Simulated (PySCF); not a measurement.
Mapped SMILES: `[O:1]=[C:2]([F:3])[C@H:4]1[CH2:5][C@H:6]([SiH3:7])[CH2:8]1`; H(Xn) means a hydrogen on atom n. Ha(C5), Ha(C8) are cis to C2 on the ring; Hb(C5), Hb(C8) are trans to C2 on the ring.

Equivalent nuclei averaged, relativity neglected, single conformer, gas phase. GFN2-xTB geometry; NMR shieldings at PBE0/pcSseg-1/GIAO; PySCF 2.14.0 with density-fitted response routines.

Chemical shifts δ = σref − σ; TMS for $^{13}$C (186.93 ppm), $^{1}$H (31.72 ppm), $^{29}$Si (349.16 ppm); $^{17}$O (336.08 ppm) vs H2O; $^{19}$F (170.95 ppm) against CFCl3, all at this level.

```tsv
atoms	nucleus	count	Hirshfeld charge	δ (ppm)
C2	$^{13}$C	1	0.24	175.7
O1	$^{17}$O	1	-0.22	443.4
Si7	$^{29}$Si	1	0.31	-64.3
Ha(C5)/Ha(C8)	$^{1}$H	2	0.04	2.81
H(Si7)	$^{1}$H	3	-0.08	3.91
C5/C8	$^{13}$C	2	-0.06	?
C4	$^{13}$C	1	-0.03	33.8
H(C6)	$^{1}$H	1	0.04	?
H(C4)	$^{1}$H	1	0.05	?
F3	$^{19}$F	1	-0.11	?
Hb(C5)/Hb(C8)	$^{1}$H	2	0.04	2.05
C6	$^{13}$C	1	-0.11	10.1
```

Q: Estimate the values marked ?.

A: 
- C5/C8: 27.4 ppm, sp3 CH2 in a ring; saturated and bonded to C and H only
- H(C4): 3.28 ppm, hydrogen on an sp3 CH α to a carbonyl
- H(C6): 1.88 ppm, hydrogen on an sp3 CH bonded to Si
- F3: 46.8 ppm, fluorine bonded to C

Shifts are as computed. Against solution values, carbons near 30 ppm lie about +3 ppm off and those near 130 ppm about +5 ppm. Of 1211 compounds with measured shifts, 218 miss one by over three times the rms of a fit or turn the order of signals round; such compounds aren't used in these exercises. Unscaled 19F shifts against computed CFCl3 carry errors that often reach 10 to 50 ppm. Unscaled 17O shifts of doubly bonded oxygen tend to come out too high, by tens of ppm or more. Experimental scales use liquid or dissolved standards, which lie at an offset from isolated H2O (liquid H2O: subtract about 36 ppm).
